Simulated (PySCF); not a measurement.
A structure optimised at B3LYP-D3(BJ)/def2-SVP, used in a PySCF frequency run:

```
C
O 1 1.2214
C 1 1.5061 2 122.95
H 3 1.0996 1 110.32 2 -0.74
H 3 1.1036 4 110.22 1 121.20
H 3 1.1037 4 110.06 5 117.47
B 1 1.5973 2 112.68 3 -179.80
F 7 1.3285 1 118.31 2 -88.22
C 7 1.5226 8 120.67 1 -176.19
C 9 1.2180 8 155.74 7 176.74
H 10 1.0752 8 163.06 7 178.23
```

Question: Write its SMILES and formula.

Answer: C#CB(F)C(C)=O, C4H4BFO

Question: What are its rotational constants (standard atomic weights)?

Answer: 3.6259, 1.7937, 1.5325 GHz
